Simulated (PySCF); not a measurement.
All of these have the formula C8H8. Level of theory: TDDFT CAM-B3LYP/def2-SVPD, vertical, gas phase, core orbitals frozen in the response (PySCF). Geometries: GFN2-xTB; one conformer of each isolated species. Triplets are in the Tamm–Dancoff approximation. 'Strongest' means the level of largest summed f among the lowest 8 singlets; it needn't be the same kind of state in each.

Question: Rank by computed lowest triplet energy, highest first.
A. `C#CC(=C)[C@@H]1[C@@H]2C[C@@H]21`
B. `C#CC#CC(=C)CC`
C. `CC#CC#CC1CC1`
D. `C(=C=CCC)=CC#C`

Answer: C (3.87 eV), A (3.52 eV), B (3.05 eV), D (2.27 eV).

```csv
SMILES,T1 (eV),strongest (eV),gap (eV),f (S1),f (strongest),α (au),S1 mainly
CC#CC#CC1CC1,3.87,7.18,8.56,0.000,0.49,103.5,H→L (85%)
C#CC(=C)[C@@H]1[C@@H]2C[C@@H]21,3.52,5.72,8.55,0.003,0.21,87.0,H-1→L (52%)
C#CC#CC(=C)CC,3.05,6.27,7.54,0.000,0.81,105.2,H-1→L (87%)
C#CC=C=C=CCC,2.27,4.53,6.63,0.000,0.79,117.1,H-1→L (97%)
```

H and L stand for HOMO and LUMO.

- `CC#CC#CC1CC1`: Löwdin shares by element: HOMO carbon 77% or more (atoms not listed hold the other 23%); LUMO carbon 64% or more (atoms not listed hold the other 36%).
- `C#CC(=C)[C@@H]1[C@@H]2C[C@@H]21`: Löwdin shares by element: HOMO carbon 86% or more; LUMO carbon 76% or more (atoms not listed hold the other 24%).
- `C#CC#CC(=C)CC`: Löwdin shares by element: HOMO carbon 68% or more (atoms not listed hold the other 32%); LUMO carbon 62% or more (atoms not listed hold the other 38%).
- `C#CC=C=C=CCC`: Löwdin shares by element: HOMO carbon 65% or more (atoms not listed hold the other 35%); LUMO carbon 69% or more (atoms not listed hold the other 31%).
